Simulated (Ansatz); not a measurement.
`C[N](C)[Hf]([F])([Cl])[I]` + H₂Se → `C[N](C)[Hf]([F])([Cl])[SeH]` + HI at 600 K and 1 bar (ligand exchange at the Hf–I bond).

Gas-phase electronic energies from Ansatz, PBE0-D4/def2-TZVP geometries. CBS: MP2 limit from def2 TZ/QZ plus the TZ coupled-cluster correction, frozen cores. def2 core potentials past Kr. For Hf, I, Se outer-core shells are correlated without core-valence functions, which leaves a few kJ/mol of doubt a bond. Scalar relativity is left out up to krypton. One conformer a species, not always the lowest.

```
                      species  CCSD(T)/CBS energy (Eh)  H − E (kJ/mol)  S (J/(mol·K))
  `C[N](C)[Hf]([F])([Cl])[I]`              -1039.59491           310.2          595.5
                         H₂Se              -2401.89790            57.0          244.8
`C[N](C)[Hf]([F])([Cl])[SeH]`              -3143.43772           335.4          613.8
                           HI               -298.03592            31.6          227.0
```

H − E and S are ideal-gas, rigid-rotor, harmonic terms from PBE0-D4/def2-TZVP, for one conformer and one mirror image of each species. 1 Eh = 2625.50 kJ/mol, R = 8.31446 J/(mol·K).

Task: By hand: ΔE, ΔH, ΔS and ΔG.

Result: ΔE = (-3143.43772) + (-298.03592) − (-1039.59491) − (-2401.89790) = 0.01917 Eh = 50.3 kJ/mol. Δ(H − E) = 335.4 + 31.6 − 310.2 − 57.0 = -0.2, so ΔH = 50.1 kJ/mol. ΔS = 613.8 + 227.0 − 595.5 − 244.8 = 0.5 J/(mol·K). ΔG = 50.1 − 600 × (0.5)/1000 = 49.8 kJ/mol.

Task: By hand: the equilibrium constant, and the temperature at which ΔG would vanish if ΔH and ΔS stayed fixed.

Result: log₁₀ K = −ΔG/(RT ln 10) = -4.3. ΔG = 0 at ΔH/ΔS = 100200 K, far beyond where these terms or the molecules hold.

The number of gas molecules stays the same, so ΔS is small and ΔH decides. A doubt of 5 kJ/mol in ΔE shifts log₁₀ K by 0.4 here. Other conformers and mirror images would add mixing entropy, several J/(mol·K) or more a flexible species. Modes under 60 cm⁻¹, often nearly free rotors, make the harmonic entropy too high. These are equilibria of isolated gas molecules and say nothing of rates. Largest T1 diagnostic: 0.014 (customary marks: 0.02 for closed shells, 0.045 for open ones).
